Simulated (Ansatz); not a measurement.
Consider the redistribution: `[NH2][Al]([NH2])[F]` + `C[CH2][In]([F])[F]` → `C[CH2][Al]([NH2])[NH2]` + `[F][In]([F])[F]`.

Program: Ansatz. Geometries: PBE0-D4/def2-TZVP. ΔE: electronic, gas phase. CBS: MP2 limit from def2 TZ/QZ plus the TZ coupled-cluster correction, frozen cores. This one scheme is used for every species. DFT in def2-TZVPP. Elements past krypton have def2 core potentials. For In outer-core shells are correlated without core-valence functions, which leaves a few kJ/mol of doubt a bond. Each species was taken in one conformer, which may not be the lowest.

CCSD(T)/CBS gives +40.5 kcal/mol.

Question: Another level gave +39.5 kcal/mol. Which?
A. CCSD/def2-TZVPP
B. MP2/def2-TZVPP
C. BLYP/def2-TZVPP
D. B97M-V/def2-TZVPP

Answer: C. BLYP 39.5, CCSD/def2-TZVPP 41.0, B97M-V 36.9, MP2/def2-TZVPP 42.2 kcal/mol.

Largest T1 diagnostic among the species: 0.018.

From BLYP to BHLYP (50 % exact exchange), in def2-TZVPP and without D4, ΔE moves by +1.6 kcal/mol. In def2-TZVPP, CCSD(T) changes the Hartree–Fock value by +1.3 kcal/mol (the triples alone add −0.6 kcal/mol) and MP2 by +3.0 kcal/mol.
